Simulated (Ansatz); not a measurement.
`[SH][GeH2][Cl]`, 6 atoms. Charge 0, multiplicity 1. Correlated methods include outer-core shells of Ge, which these sets cover unevenly. Scalar relativity is left out up to krypton. All runs use 2 threads of a server CPU on a shared host. Correlated methods freeze the cores.

(1) How many basis functions does each run have, and how long does it take in Ansatz? RKS ωB97M-V/def2-SVP energy; RKS PBE0-D4/def2-SVP energy; RKS PBE0-D4/def2-TZVP relaxation (6 steps); RKS B2PLYP (frozen core)/def2-TZVPP energy; RKS PBE0-D4/def2-TZVP frequencies; RHF-MP2/def2-QZVPP energy; RKS BHLYP-D4/def2-TZVPP energy; direct RPA on PBE orbitals/def2-TZVPP energy; RKS ωB97M-V/def2-QZVPP energy; RKS PBE0-D4/def2-QZVPP energy; RKS BLYP-D4/def2-TZVPP energy; RHF-CCSD(T)/def2-SVP energy. (Estimate.)

Answers

(1) The calculation gave: Other jobs shared the machine, so times are rough.

| level | job | functions | wall time | peak host memory (GiB) |
| --- | --- | --- | --- | --- |
| RKS PBE0-D4/def2-SVP | energy | 83 | 1.1 s | 0.18 |
| RKS BLYP-D4/def2-TZVPP | energy | 174 | 1.5 s | 0.23 |
| RHF-CCSD(T)/def2-SVP | energy | 83 | 2.3 s | 0.23 |
| RKS BHLYP-D4/def2-TZVPP | energy | 174 | 2.8 s | 0.47 |
| direct RPA on PBE orbitals/def2-TZVPP | energy | 174 | 3.3 s | 0.32 |
| RKS ωB97M-V/def2-SVP | energy | 83 | 3.9 s | 0.26 |
| RKS B2PLYP (frozen core)/def2-TZVPP | energy | 174 | 4 s | 0.38 |
| RKS PBE0-D4/def2-QZVPP | energy | 319 | 7 s | 1 |
| RHF-MP2/def2-QZVPP | energy | 319 | 12 s | 1.2 |
| RKS ωB97M-V/def2-QZVPP | energy | 319 | 16 s | 1.2 |
| RKS PBE0-D4/def2-TZVP | relaxation (6 steps) | 140 | 17 s | 0.37 |
| RKS PBE0-D4/def2-TZVP | frequencies | 140 | 61 s | 0.39 |
